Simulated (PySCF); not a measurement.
PySCF input (M06-2X/def2-TZVPD):

```python
from pyscf import gto, scf, dft

mol = gto.M(
    atom='''
    In   -0.00000000   -0.00000000   -0.60420182
    Cl    0.00000000    0.00000000    1.74152289
    ''',
    basis='def2-tzvpd',
    ecp='def2-tzvp',
    charge=1,
    spin=1,
    symmetry='C2v',
    verbose=4,
)

mf = dft.UKS(mol, xc='m062x').density_fit(auxbasis='def2-universal-jkfit')
mf.grids.level = 4
mf.conv_tol = 1e-9
mf.max_cycle = 100
mf.max_memory = 1500
mf.kernel()
if not mf.converged:
    mf = mf.newton()
    mf.kernel(mf.make_rdm1())
mf.analyze()
```

End of the output:

```
Extra cycle  E= -650.00368069844  delta_E= -4.09e-12  |g|= 1.55e-06  |ddm|= 8.32e-06
converged SCF energy = -650.00368069844  <S^2> = 0.76033926  2S+1 = 2.0103127
**** SCF Summaries ****
Total Energy =                        -650.003680698439553
Nuclear Repulsion Energy =              80.536417377996585
One-electron Energy =                -1121.717294471308378
Two-electron Energy =                  391.177196394872169
Two-electron Coulomb Energy =          435.874058191730683
DFT Exchange-Correlation Energy =      -44.696861796858528
HOMO-LUMO gap [eV] =                     4.500221061002462
Wave-function symmetry = A1
alpha occupancy for each irrep:     A1   A2   B1   B2
                                    10    1    4    4
beta  occupancy for each irrep:     A1   A2   B1   B2
                                     9    1    4    4
**** MO energy ****
alpha MO #1 (A1 #1), energy= -102.863325388132 occ= 1
alpha MO #2 (A1 #2), energy= -10.022544097381 occ= 1
alpha MO #3 (A1 #3), energy= -7.74998154592748 occ= 1
alpha MO #4 (B1 #1), energy= -7.7392263906361 occ= 1
alpha MO #5 (B2 #1), energy= -7.7392263906361 occ= 1
alpha MO #6 (A1 #4), energy= -5.17551127640607 occ= 1
alpha MO #7 (B1 #2), energy= -3.55148714525102 occ= 1
alpha MO #8 (B2 #2), energy= -3.55148714525103 occ= 1
alpha MO #9 (A1 #5), energy= -3.54630707185467 occ= 1
alpha MO #10 (A1 #6), energy= -1.18596741756743 occ= 1
alpha MO #11 (A1 #7), energy= -1.16992976013221 occ= 1
alpha MO #12 (A2 #1), energy= -1.16992697457741 occ= 1
alpha MO #13 (B1 #3), energy= -1.16635005604182 occ= 1
alpha MO #14 (B2 #3), energy= -1.16635005604183 occ= 1
alpha MO #15 (A1 #8), energy= -1.10635911372069 occ= 1
alpha MO #16 (A1 #9), energy= -0.702267755783879 occ= 1
alpha MO #17 (B1 #4), energy= -0.602477456634855 occ= 1
alpha MO #18 (B2 #4), energy= -0.602477456634854 occ= 1
alpha MO #19 (A1 #10), energy= -0.573220566952941 occ= 1
alpha MO #20 (B1 #5), energy= -0.258461248361805 occ= 0
alpha MO #21 (B2 #5), energy= -0.258461248361811 occ= 0
alpha MO #22 (A1 #11), energy= -0.178938064010886 occ= 0
alpha MO #23 (A1 #12), energy= -0.12805669246431 occ= 0
alpha MO #24 (A1 #13), energy= -0.0874720696221373 occ= 0
alpha MO #25 (A2 #2), energy= -0.0874619486526655 occ= 0
alpha MO #26 (B1 #6), energy= -0.0798907917080367 occ= 0
alpha MO #27 (B2 #6), energy= -0.0798907917080349 occ= 0
alpha MO #28 (A1 #14), energy= -0.0737143620671283 occ= 0
alpha MO #29 (B1 #7), energy= -0.0701484861796446 occ= 0
alpha MO #30 (B2 #7), energy= -0.0701484861796455 occ= 0
alpha MO #31 (A1 #15), energy= -0.06151036952822 occ= 0
alpha MO #32 (A1 #16), energy= -0.032533601087546 occ= 0
alpha MO #33 (B1 #8), energy= -0.0195718817632606 occ= 0
alpha MO #34 (B2 #8), energy= -0.0195718817632002 occ= 0
alpha MO #35 (A1 #17), energy= 0.041825069493019 occ= 0
alpha MO #36 (A2 #3), energy= 0.0418319053746241 occ= 0
alpha MO #37 (B1 #9), energy= 0.0563749897873027 occ= 0
alpha MO #38 (B2 #9), energy= 0.0563749897873258 occ= 0
alpha MO #39 (A1 #18), energy= 0.0565798712724062 occ= 0
alpha MO #40 (A1 #19), energy= 0.0863798889392937 occ= 0
alpha MO #41 (A2 #4), energy= 0.0863814227359927 occ= 0
alpha MO #42 (A1 #20), energy= 0.10628337517609 occ= 0
alpha MO #43 (A1 #21), energy= 0.157874261255093 occ= 0
alpha MO #44 (B1 #10), energy= 0.164055988983276 occ= 0
alpha MO #45 (B2 #10), energy= 0.164055988983272 occ= 0
alpha MO #46 (A1 #22), energy= 0.171255645613562 occ= 0
alpha MO #47 (B1 #11), energy= 0.341720155712923 occ= 0
alpha MO #48 (B2 #11), energy= 0.341720155712935 occ= 0
alpha MO #49 (A1 #23), energy= 0.349137330540145 occ= 0
alpha MO #50 (B1 #12), energy= 0.387347924154278 occ= 0
alpha MO #51 (B2 #12), energy= 0.387347924154322 occ= 0
alpha MO #52 (B1 #13), energy= 0.446369712026828 occ= 0
alpha MO #53 (B2 #13), energy= 0.446369712026821 occ= 0
alpha MO #54 (A2 #5), energy= 0.463488140517006 occ= 0
alpha MO #55 (A1 #24), energy= 0.463524983514882 occ= 0
alpha MO #56 (B1 #14), energy= 0.475316821013355 occ= 0
alpha MO #57 (B2 #14), energy= 0.475316821013355 occ= 0
alpha MO #58 (A1 #25), energy= 0.497592046262801 occ= 0
alpha MO #59 (A2 #6), energy= 0.508564348895327 occ= 0
alpha MO #60 (A1 #26), energy= 0.50856647512142 occ= 0
alpha MO #61 (A1 #27), energy= 0.602587206895154 occ= 0
alpha MO #62 (B1 #15), energy= 0.699704370306915 occ= 0
alpha MO #63 (B2 #15), energy= 0.699704370306933 occ= 0
alpha MO #64 (A1 #28), energy= 0.725396943572121 occ= 0
alpha MO #65 (A1 #29), energy= 0.836146217699303 occ= 0
alpha MO #66 (A2 #7), energy= 0.836147809424794 occ= 0
alpha MO #67 (B1 #16), energy= 0.845721031964954 occ= 0
alpha MO #68 (B2 #16), energy= 0.845721031964971 occ= 0
alpha MO #69 (A1 #30), energy= 0.845784872132242 occ= 0
alpha MO #70 (A1 #31), energy= 1.12826236216172 occ= 0
alpha MO #71 (A1 #32), energy= 1.75911053663736 occ= 0
alpha MO #72 (A2 #8), energy= 1.75917660412678 occ= 0
alpha MO #73 (B1 #17), energy= 1.80467577303114 occ= 0
alpha MO #74 (B2 #17), energy= 1.80467577303114 occ= 0
alpha MO #75 (A1 #33), energy= 1.82092275206618 occ= 0
alpha MO #76 (A2 #9), energy= 1.861440413535 occ= 0
alpha MO #77 (A1 #34), energy= 1.86147612854099 occ= 0
alpha MO #78 (B1 #18), energy= 1.90599124931252 occ= 0
alpha MO #79 (B2 #18), energy= 1.90599124931252 occ= 0
alpha MO #80 (B1 #19), energy= 1.93652489714861 occ= 0
alpha MO #81 (B2 #19), energy= 1.93652489714861 occ= 0
alpha MO #82 (B1 #20), energy= 1.95438231766026 occ= 0
alpha MO #83 (B2 #20), energy= 1.95438231766026 occ= 0
alpha MO #84 (A1 #35), energy= 2.00462187212292 occ= 0
alpha MO #85 (A2 #10), energy= 2.01445834201199 occ= 0
alpha MO #86 (A1 #36), energy= 2.01450714166927 occ= 0
alpha MO #87 (B1 #21), energy= 2.11907763756948 occ= 0
alpha MO #88 (B2 #21), energy= 2.11907763756945 occ= 0
alpha MO #89 (B1 #22), energy= 2.16288928419603 occ= 0
alpha MO #90 (B2 #22), energy= 2.16288928419603 occ= 0
alpha MO #91 (A1 #37), energy= 2.24057780071364 occ= 0
alpha MO #92 (A1 #38), energy= 2.37982308083062 occ= 0
alpha MO #93 (A1 #39), energy= 2.81686322500485 occ= 0
alpha MO #94 (B1 #23), energy= 10.632781748094 occ= 0
alpha MO #95 (B2 #23), energy= 10.6327817480941 occ= 0
alpha MO #96 (A1 #40), energy= 10.8554325627535 occ= 0
alpha MO #97 (A1 #41), energy= 25.036088872397 occ= 0
alpha MO #98 (A1 #42), energy= 37.3823791970241 occ= 0
alpha MO #99 (B1 #24), energy= 38.431717302056 occ= 0
alpha MO #100 (B2 #24), energy= 38.4317173020559 occ= 0
alpha MO #101 (A1 #43), energy= 38.659313130533 occ= 0
alpha MO #102 (A1 #44), energy= 124.410646284952 occ= 0
[...]
```
